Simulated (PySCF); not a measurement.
Exercise with solution: dipole moment from atomic charges

Ge(H)(SH) (GeH2S), SMILES [SH][GeH] (connectivity only; charge and spin as stated), neutral, multiplicity 1. Atoms are numbered in the order given.

```xyz
4

Ge     0.0539     0.7538     0.0000
H     -1.5389     0.8280     0.0000
S     -0.0888    -1.4536     0.0000
H      1.2344    -1.6931     0.0000
```
Charge 0, spin multiplicity 1.

The structure is a stationary point at PBE0-D3(BJ)/def2-TZVP.

Charges (e) from PBE0/def2-TZVPD (PySCF):

```tsv
atom	ESP fit	IAO
Ge1	0.062	0.219
H2	-0.001	-0.107
S3	-0.220	-0.212
H4	0.160	0.100
```

The dipole moment of the full density is 0.94 D.

Task: What dipole moment does each set of point charges give, and which comes closer to that of the density?

Result: 
μ = Σ q r, and 1 e Å = 4.8032 D.
ESP fit: Σ q r = (0.222, 0.095, 0.000) e Å, |μ| = 1.16 D.
IAO: Σ q r = (0.319, 0.215, 0.000) e Å, |μ| = 1.85 D.
ESP fit comes closer in size. Point charges leave out the atoms' own dipoles (lone pairs, polarised bonds); fits to the potential absorb them, partitions of the density don't.
